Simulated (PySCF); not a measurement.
# Atomic charges against the basis set

Species: CH₄B₂F₂O₂.
Bonds: O1–B2, B2–O3, B2–C4, C4–B5, B5–F6, B5–F7. Hydrogens: H8 on O1; H9 on O3; H10, H11 on C4.

PBE0 throughout (PySCF), one geometry, spherical d and f functions. Geometry: PBE0-D3(BJ)/def2-SVP, one conformer, isolated molecule. Atoms taken as equivalent share a column and are averaged.

Mulliken charges (e):

| basis | functions | O1/O3 | B2 | C4 | B5 | F6/F7 | H8/H9 | H10/H11 |
| --- | --- | --- | --- | --- | --- | --- | --- | --- |
| STO-3G | 39 | -0.324 | +0.347 | -0.370 | +0.360 | -0.131 | +0.210 | +0.077 |
| 6-31G | 71 | -0.597 | +0.643 | -0.782 | +0.743 | -0.296 | +0.383 | +0.209 |
| pcSseg-0 | 71 | -0.617 | +0.850 | -1.254 | +0.962 | -0.314 | +0.379 | +0.274 |
| 6-31G* | 106 | -0.584 | +0.526 | -0.742 | +0.672 | -0.261 | +0.415 | +0.202 |
| cc-pVDZ | 118 | -0.111 | -0.017 | -0.193 | +0.226 | -0.102 | +0.145 | +0.060 |
| def2-SVP | 118 | -0.144 | -0.040 | -0.209 | +0.236 | -0.110 | +0.179 | +0.082 |
| pcSseg-1 | 139 | -0.403 | +0.500 | -0.660 | +0.752 | -0.296 | +0.243 | +0.160 |
| aug-cc-pVDZ | 197 | -0.442 | +0.754 | +0.603 | +0.966 | -0.392 | +0.188 | -0.515 |
| 6-311+G(2d,p) | 213 | -0.648 | +1.012 | -0.875 | +0.928 | -0.328 | +0.276 | +0.167 |
| def2-TZVP | 241 | -0.404 | +0.262 | -0.347 | +0.482 | -0.238 | +0.309 | +0.135 |
| cc-pVTZ | 266 | -0.230 | +0.146 | -0.282 | +0.386 | -0.193 | +0.191 | +0.107 |
| IGLO-III | 285 | -0.511 | +0.674 | -0.568 | +0.826 | -0.348 | +0.260 | +0.133 |
| pcSseg-2 | 308 | -0.396 | +0.475 | -0.181 | +0.680 | -0.333 | +0.189 | +0.053 |

IAO charges (e):

```tsv
basis	functions	O1/O3	B2	C4	B5	F6/F7	H8/H9	H10/H11
STO-3G	39	-0.372	+0.363	-0.547	+0.459	-0.169	+0.255	+0.148
6-31G	71	-0.527	+0.497	-0.616	+0.705	-0.304	+0.349	+0.189
pcSseg-0	71	-0.505	+0.476	-0.617	+0.685	-0.293	+0.340	+0.186
6-31G*	106	-0.541	+0.537	-0.622	+0.749	-0.317	+0.348	+0.178
cc-pVDZ	118	-0.537	+0.521	-0.621	+0.735	-0.313	+0.353	+0.179
def2-SVP	118	-0.532	+0.518	-0.619	+0.734	-0.311	+0.351	+0.177
pcSseg-1	139	-0.542	+0.528	-0.625	+0.746	-0.318	+0.354	+0.181
aug-cc-pVDZ	197	-0.557	+0.535	-0.632	+0.750	-0.320	+0.365	+0.185
6-311+G(2d,p)	213	-0.559	+0.542	-0.636	+0.756	-0.323	+0.365	+0.186
def2-TZVP	241	-0.559	+0.546	-0.638	+0.763	-0.325	+0.363	+0.185
cc-pVTZ	266	-0.558	+0.544	-0.639	+0.761	-0.324	+0.364	+0.185
IGLO-III	285	-0.561	+0.545	-0.638	+0.762	-0.325	+0.366	+0.186
pcSseg-2	308	-0.560	+0.546	-0.639	+0.763	-0.325	+0.365	+0.186
```

Hirshfeld charges (e):

| basis | functions | O1/O3 | B2 | C4 | B5 | F6/F7 | H8/H9 | H10/H11 |
| --- | --- | --- | --- | --- | --- | --- | --- | --- |
| STO-3G | 39 | -0.187 | +0.171 | -0.159 | +0.201 | -0.075 | +0.138 | +0.017 |
| 6-31G | 71 | -0.251 | +0.231 | -0.200 | +0.288 | -0.142 | +0.180 | +0.053 |
| pcSseg-0 | 71 | -0.250 | +0.234 | -0.217 | +0.293 | -0.140 | +0.186 | +0.049 |
| 6-31G* | 106 | -0.250 | +0.227 | -0.200 | +0.285 | -0.137 | +0.180 | +0.051 |
| cc-pVDZ | 118 | -0.240 | +0.230 | -0.225 | +0.279 | -0.131 | +0.177 | +0.052 |
| def2-SVP | 118 | -0.246 | +0.239 | -0.230 | +0.292 | -0.137 | +0.179 | +0.052 |
| pcSseg-1 | 139 | -0.253 | +0.255 | -0.229 | +0.311 | -0.146 | +0.178 | +0.051 |
| aug-cc-pVDZ | 197 | -0.250 | +0.253 | -0.232 | +0.309 | -0.145 | +0.174 | +0.056 |
| 6-311+G(2d,p) | 213 | -0.254 | +0.254 | -0.225 | +0.317 | -0.151 | +0.176 | +0.055 |
| def2-TZVP | 241 | -0.254 | +0.252 | -0.226 | +0.312 | -0.147 | +0.177 | +0.055 |
| cc-pVTZ | 266 | -0.252 | +0.252 | -0.228 | +0.307 | -0.144 | +0.176 | +0.054 |
| IGLO-III | 285 | -0.253 | +0.255 | -0.230 | +0.315 | -0.148 | +0.176 | +0.055 |
| pcSseg-2 | 308 | -0.255 | +0.257 | -0.230 | +0.317 | -0.149 | +0.176 | +0.055 |

Which scheme is steadiest as the basis changes?

Largest range over the bases for any column: Hirshfeld 0.12 e, IAO 0.30 e, Mulliken 1.86 e. Hirshfeld charges move least and Mulliken charges most, counted in e. Without the minimal STO-3G basis the ranges are Hirshfeld 0.04, IAO 0.08, Mulliken 1.86 e.

How much do the charges still move between the two largest bases, IGLO-III and pcSseg-2?

At most, over all atoms: Mulliken 0.387 e, IAO 0.002 e, Hirshfeld 0.002 e.

What do the same runs give for the total energy, the frontier levels and the dipole moment?

| basis | energy (Eh) | HOMO (eV) | LUMO (eV) | μ (D) |
| --- | --- | --- | --- | --- |
| STO-3G | -434.0911 | -5.46 | 4.11 | 2.83 |
| 6-31G | -439.9978 | -9.48 | 0.23 | 4.20 |
| pcSseg-0 | -439.1290 | -9.65 | 0.28 | 4.31 |
| 6-31G* | -440.1118 | -9.19 | 0.66 | 3.58 |
| cc-pVDZ | -440.1565 | -9.34 | 0.47 | 3.56 |
| def2-SVP | -439.8075 | -9.40 | 0.41 | 3.67 |
| pcSseg-1 | -440.1024 | -9.63 | 0.21 | 3.68 |
| aug-cc-pVDZ | -440.1919 | -9.63 | -0.74 | 3.41 |
| 6-311+G(2d,p) | -440.2849 | -9.68 | -0.66 | 3.52 |
| def2-TZVP | -440.3256 | -9.59 | 0.03 | 3.50 |
| cc-pVTZ | -440.3078 | -9.55 | 0.24 | 3.46 |
| IGLO-III | -440.3373 | -9.64 | -0.42 | 3.44 |
| pcSseg-2 | -440.3268 | -9.63 | -0.31 | 3.50 |

The dipole is fixed by the density alone, so its range of 1.48 D shows that the density itself changes with the basis, not only its division among atoms.
